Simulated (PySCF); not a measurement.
Geometries of 5 isomers of C4H10GeSi, from PBE0-D3(BJ)/def2-SVP geometry optimisation, gas phase in PySCF. One conformer each, no zero-point energy, no frequencies.

**Question.** Which isomer lies lowest at this level?
A.
```xyz
16
angstrom
C      2.763    0.823    0.178
C      2.014   -0.070   -0.174
Ge     0.761   -1.412   -0.690
C     -0.705   -1.432    0.599
Si    -1.356    0.272    1.085
C     -1.637    1.355   -0.424
H      3.433    1.605    0.487
H      0.245   -1.047   -2.093
H      1.493   -2.764   -0.747
H     -0.366   -1.963    1.503
H     -1.522   -2.030    0.160
H     -0.381    0.926    2.010
H     -2.644    0.099    1.832
H     -0.685    1.565   -0.936
H     -2.083    2.319   -0.135
H     -2.315    0.870   -1.143
```
B.
```xyz
16
angstrom
C     -2.397    0.672    0.440
C     -2.267   -0.844    0.546
Si    -0.749   -1.416    1.501
C      0.771   -0.786    0.674
C      1.755   -0.346    0.094
Ge     3.294    0.335   -0.791
H     -3.287    0.964   -0.139
H     -2.481    1.142    1.433
H     -1.519    1.115   -0.056
H     -2.219   -1.304   -0.456
H     -3.152   -1.283    1.040
H     -0.681   -2.908    1.555
H     -0.771   -0.885    2.898
H      4.328    0.753    0.264
H      3.872   -0.763   -1.695
H      2.882    1.550   -1.635
```
C.
```xyz
16
angstrom
C      3.976   -0.376   -0.017
C      2.906    0.180    0.152
Si     1.252    0.947    0.395
C     -0.089   -0.340    0.101
C      0.085   -1.585    0.977
Ge    -1.884    0.441    0.313
H      4.928   -0.855   -0.165
H      1.180    1.471    1.793
H      1.108    2.089   -0.558
H     -0.015   -0.616   -0.967
H     -0.669   -2.355    0.747
H      1.078   -2.041    0.835
H     -0.012   -1.342    2.048
H     -2.941   -0.623   -0.046
H     -2.064    1.666   -0.603
H     -2.093    0.873    1.778
```
D.
```xyz
16
angstrom
C      2.422    0.708    1.867
C      2.149    0.033    0.890
Si     1.644   -0.933   -0.589
Ge    -0.262    0.158   -1.525
C     -1.397    0.792   -0.051
C     -1.762   -0.303    0.942
H      2.675    1.297    2.730
H      1.306   -2.322   -0.152
H      2.792   -1.003   -1.543
H      0.188    1.340   -2.409
H     -1.044   -0.836   -2.412
H     -2.298    1.247   -0.495
H     -0.845    1.604    0.449
H     -2.308   -1.129    0.459
H     -2.402    0.083    1.752
H     -0.865   -0.732    1.416
```
E.
```xyz
16
angstrom
C     -1.575    0.803   -1.741
Si    -1.235   -0.411   -0.352
C     -2.136    0.068    1.222
C      0.579   -0.445   -0.012
C      1.781   -0.449    0.222
Ge     3.648   -0.464    0.576
H     -2.649    0.819   -1.984
H     -1.274    1.820   -1.446
H     -1.020    0.531   -2.650
H     -1.638   -1.790   -0.769
H     -1.816    1.065    1.563
H     -3.225    0.091    1.057
H     -1.926   -0.652    2.028
H      4.061   -1.876    1.019
H      4.402   -0.074   -0.704
H      3.953    0.546    1.693
```

**Answer.** E. That is `[C](#C[SiH](C)C)[GeH3]`, 11.5 kcal/mol below the next.

| SMILES | atoms numbered as above | E (Eh) | relative (kcal/mol) | relative (kJ/mol) | dipole (D) |
| --- | --- | --- | --- | --- | --- |
| C[SiH](C)C#[C][GeH3] | [CH3:1][SiH:2]([CH3:3])[C:4]#[C:5][GeH3:6] | -2523.86325 | 0.0 | 0.0 | 0.75 |
| CC[SiH2]C#[C][GeH3] | [CH3:1][CH2:2][SiH2:3][C:4]#[C:5][GeH3:6] | -2523.84488 | 11.5 | 48.2 | 0.82 |
| C#[C][GeH2][CH2][SiH2]C | [CH:1]#[C:2][GeH2:3][CH2:4][SiH2:5][CH3:6] | -2523.84451 | 11.8 | 49.2 | 0.42 |
| C#C[SiH2][GeH2][CH2]C | [CH:1]#[C:2][SiH2:3][GeH2:4][CH2:5][CH3:6] | -2523.84124 | 13.8 | 57.8 | 1.16 |
| C#C[SiH2][C@@H](C)[GeH3] | [CH:1]#[C:2][SiH2:3][C@@H:4]([CH3:5])[GeH3:6] | -2523.83283 | 19.1 | 79.9 | 1.12 |
